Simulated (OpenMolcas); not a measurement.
Cl+: effect of the active space

```
Program             : OpenMolcas 26.06
Method              : CASSCF or its RAS form
Basis               : ANO-R3
Scalar Hamiltonian  : X2C, finite nucleus
Spin-orbit coupling : RASSI with atomic mean-field integrals over the reference wave functions, term energies averaged over their components
```

A. 4 electrons in 3 orbitals (3p); 2S+1 = 3 even, 3 roots; 2S+1 = 1 even, 6 roots; cost about 2.7 core-seconds
B. 6 electrons in 4 orbitals (3s 3p); 2S+1 = 3 even, 3 roots; 2S+1 = 1 even, 6 roots; 2S+1 = 3 odd, 3 roots; 2S+1 = 1 odd, 3 roots; cost of the order of 10 core-seconds
C. 4 electrons in 9 orbitals (RAS2 3p; RAS3 3d 4s, at most 1 electron); 2S+1 = 3 even, 3 roots; 2S+1 = 1 even, 6 roots; 2S+1 = 5 odd, 6 roots; 2S+1 = 3 odd, 49 roots; 2S+1 = 1 odd, 33 roots; cost about 40 core-seconds

Energies in cm-1 above 3s2 3p4 3P2, the measured ground level; measured values from NIST Handbook of Basic Atomic Spectroscopic Data.

```csv
Level,A,B,C,Measured
3s2 3p4 3P2,0.0,0.0,0.0,0.0
3s2 3p4 3P1,649,649,649,696
3s2 3p4 3P0,943,936,943,996
3s2 3p4 1D2,14432,14429,14432,11654
3s2 3p4 1S0,35439,26655,35439,27878
```

Deviations, from unrounded energies. A percentage is the sum of absolute deviations over the sum of measured energies, with the sign that they share, or ± where signs differ.

| Against measurement | Levels | A | B | C |
| --- | --- | --- | --- | --- |
| mean absolute deviation (cm-1) | 4 | 2600 | 1000 | 2600 |
| fine structure of the ground term (%) | 2 | -5.9 | -6.3 | -5.9 |
| other terms of the ground configuration (%) | 2 | +26.2 | ±10.1 | +26.2 |

B lies closest to measurement on these levels and A furthest from it. The largest miss of B in the table is 3s2 3p4 1D2, by +2800 cm-1. The ranking rests on the paired levels alone, and a cruder setting can come out closer through cancelling errors.

Among A to C the level of the table that moves most is 3s2 3p4 1S0, by 8800 cm-1 (lowest in B, highest in A).

Without dynamic correlation excited terms often stand tens of per cent too high (terms of higher spin than the ground term too low), and those without a measured partner can miss by more than the paired ones. With the s shell closed, the reference lacks s² → p² mixing (holds for A; C). Measured partners are found by configuration, term and J. A level has none where our copy of the source lacks it or the pairing is in doubt (some pairs that miss far off the trend of their configuration count as doubtful), and it then counts in no deviation. Only configurations of the active space appear. Levels that lie high or do not pair safely by name in every column are left out.
